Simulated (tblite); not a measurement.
Species: C4H9GeNO.
SMILES with atom numbers: `[CH2:1]=[C:2]([GeH3:3])[CH2:4][NH:5][CH:6]=[O:7]` (hydrogens: H8, H9 on C1; H10, H11, H12 on Ge3; H13, H14 on C4; H15 on N5; H16 on C6)

Computed with GFN2-xTB (tblite), gas phase: L-BFGS steps from a force-field or distance-geometry start until the largest atomic force falls under 0.01 eV/Å.

At the end of the run (lengths in Å): N5–C6 1.335, Ge3–H10 1.487, Ge3–H12 1.486, Ge3–H11 1.514, C6=O7 1.210, N5–H15 1.006, C2–Ge3 1.967, C4–N5–C6 120.3°, N5–C6–O7 124.7°, C1–C2–C4 120.4°, C1–C2–Ge3 121.8°, C1–C2–C4–N5 97°, C2–C4–N5–C6 63°, C4–N5–C6–O7 1°, H13–C4–C2–C1 -24°, H10–Ge3–C2–C1 -81°.

Question: These geometries were met on the way; a selection of coordinates is given. Order them by energy above the end point, lowest first.
A. N5–C6 1.343, Ge3–H10 1.480, Ge3–H12 1.478, Ge3–H11 1.494, C6=O7 1.204, N5–H15 1.006, C2–Ge3 1.948, C4–N5–C6 120.8°, N5–C6–O7 124.2°, C1–C2–C4 120.0°, C1–C2–Ge3 120.6°, C1–C2–C4–N5 65°, C2–C4–N5–C6 70°, C4–N5–C6–O7 2°, H13–C4–C2–C1 -56°, H10–Ge3–C2–C1 -58°
B. N5–C6 1.342, Ge3–H10 1.519, Ge3–H12 1.516, Ge3–H11 1.542, C6=O7 1.216, N5–H15 1.011, C2–Ge3 1.960, C4–N5–C6 121.0°, N5–C6–O7 126.0°, C1–C2–C4 121.0°, C1–C2–Ge3 120.0°, C1–C2–C4–N5 65°, C2–C4–N5–C6 72°, C4–N5–C6–O7 1°, H13–C4–C2–C1 -57°, H10–Ge3–C2–C1 -59°
C. N5–C6 1.338, Ge3–H10 1.486, Ge3–H12 1.490, Ge3–H11 1.528, C6=O7 1.213, N5–H15 1.008, C2–Ge3 1.955, C4–N5–C6 117.0°, N5–C6–O7 124.6°, C1–C2–C4 120.2°, C1–C2–Ge3 122.9°, C1–C2–C4–N5 71°, C2–C4–N5–C6 57°, C4–N5–C6–O7 1°, H13–C4–C2–C1 -51°, H10–Ge3–C2–C1 -53°
D. N5–C6 1.423, Ge3–H10 1.551, Ge3–H12 1.546, Ge3–H11 1.562, C6=O7 1.256, N5–H15 1.046, C2–Ge3 1.928, C4–N5–C6 123.1°, N5–C6–O7 121.1°, C1–C2–C4 120.3°, C1–C2–Ge3 120.5°, C1–C2–C4–N5 65°, C2–C4–N5–C6 72°, C4–N5–C6–O7 1°, H13–C4–C2–C1 -57°, H10–Ge3–C2–C1 -59°
E. N5–C6 1.342, Ge3–H10 1.482, Ge3–H12 1.482, Ge3–H11 1.504, C6=O7 1.208, N5–H15 1.008, C2–Ge3 1.961, C4–N5–C6 116.0°, N5–C6–O7 123.4°, C1–C2–C4 122.2°, C1–C2–Ge3 121.4°, C1–C2–C4–N5 67°, C2–C4–N5–C6 63°, C4–N5–C6–O7 -1°, H13–C4–C2–C1 -55°, H10–Ge3–C2–C1 -54°

Answer: C (0.072 eV), E (0.132 eV), A (0.223 eV), B (0.364 eV), D (0.673 eV).

```csv
step,E above end (eV),"rms distance from the end, all atoms (Å)",largest force (eV/Å),rms shift of all bonds from the end (Å)
28,0.072,0.371,0.264,0.006
21,0.132,0.409,0.253,0.005
6,0.223,0.475,0.265,0.008
2,0.364,0.485,0.962,0.018
0,0.673,0.488,3.985,0.040
```

Rows stand in the order of the answer.
